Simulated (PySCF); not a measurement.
C5H8F2O.
SMILES with atom numbers: `[F:1][C:2]1([F:3])[CH2:4][CH2:5][O:6][CH2:7][CH2:8]1` (hydrogens: H9, H10 on C4; H11, H12 on C5; H13, H14 on C7; H15, H16 on C8)

Geometry (PBE0-D3(BJ)/def2-SVP, Å), atoms numbered from 1 in this order:
```
atom  x, y, z in Å
F1     0.5224   -0.1102   -1.9119
C2    -0.1363   -0.7704   -0.9119
F3    -0.5947   -1.9267   -1.4559
C4    -1.2904    0.0861   -0.4409
C5    -0.7584    1.3012    0.3101
O6     0.0891    0.9238    1.3626
C7     1.2226    0.2328    0.9093
C8     0.8403   -1.0638    0.2048
H9    -1.9203   -0.5239    0.2237
H10   -1.8919    0.3839   -1.3129
H11   -1.5837    1.8777    0.7512
H12   -0.2220    1.9641   -0.3983
H13    1.8097    0.8672    0.2151
H14    1.8495    0.0277    1.7885
H15    0.3535   -1.7501    0.9137
H16    1.7230   -1.5678   -0.2171
```

Computed with PySCF at wB97X-D/def2-SVPD, non-relativistic, on one gas-phase PBE0-D3(BJ)/def2-SVP geometry that isn't relaxed in the solvent. The solvent is an IEF-PCM continuum (Bondi radii, 1.10 Å for H, scaled by 1.2), and excitations are vertical TDDFT with non-equilibrium linear response and a frozen core. Only the electrostatic response of the medium enters.

| run | E − E(gas) (kcal/mol) | HOMO (eV) | HOMO–LUMO gap (eV) | dipole (D) | lowest singlet (eV) | static polarisability (au) |
| --- | --- | --- | --- | --- | --- | --- |
| gas | 0.00 | -9.80 | 12.07 | 1.06 | 7.80 | 62.4 |
| P | -5.28 | -9.69 | 12.15 | 1.21 | 7.79 | 82.7 |
| Q | -4.98 | -9.69 | 12.14 | 1.21 | 7.79 | 81.3 |

The runs were made in acetone and water. Which run belongs to which solvent?

P = water, Q = acetone. The dielectric constants are 20.49 (acetone), 78.36 (water), and the energy falls further as ε rises. The optical constants n² used for the excitations are 1.85, 1.78 in the same order. In this model the ground state sees the solvent through ε alone.

How constant is the ratio of the lowering to (ε − 1)/(2ε + 1)?

```csv
solvent,(ε − 1)/(2ε + 1),E − E(gas) (kcal/mol),ratio (kcal/mol),polarisation term (kcal/mol)
acetone,0.464,-4.98,-10.7,-5.58
water,0.490,-5.28,-10.8,-5.95
```

The ratio changes by +0.3 % in size from acetone to water. The polarisation term is half the interaction of the solute with the induced surface charges.

The pairwise dispersion term of wB97X-D wasn't added to the energies; at a given geometry it leaves orbitals and properties as they are.
